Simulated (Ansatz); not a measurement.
Two isomers of C2H8OSSi: A = `CO[SiH2]CS`, B = `COCS[SiH3]`.

Gas-phase electronic energies from Ansatz, PBE0-D4/def2-TZVP geometries. CCSD(T)/CBS adds triple-zeta CCSD(T) − MP2 to the extrapolated MP2 energy (def2 sets, frozen cores). Functionals use def2-TZVPP. B3LYP here is the variant with VWN-RPA as its local correlation; programs differ in this. Each species was taken in one conformer, which may not be the lowest.

Which is lower in electronic energy at CCSD(T)/CBS, and by how much? (An estimate is asked.)

The calculation gave: A, by 23.4 kcal/mol.

Give E(B) − E(A) in kcal/mol with HF/def2-TZVPP, MP2/def2-TZVPP, B2PLYP, B3LYP-D4, PBE0-D4, B3LYP, ωB97M-V. (Best estimate.)

Ansatz gave: HF/def2-TZVPP 25.3, MP2/def2-TZVPP 23.7, B2PLYP 23.3, B3LYP-D4 22.2, PBE0-D4 20.7, B3LYP 22.7, ωB97M-V 23.1. None reverses the order clearly.

Largest T1 diagnostic: 0.012.

From PBE to PBE0 (25 % exact exchange), in def2-TZVPP and without D4, E(B) − E(A) moves by +1.7 kcal/mol. In def2-TZVPP, CCSD(T) changes the Hartree–Fock value by −2.3 kcal/mol (the triples alone add −1.0 kcal/mol) and MP2 by −1.6 kcal/mol.
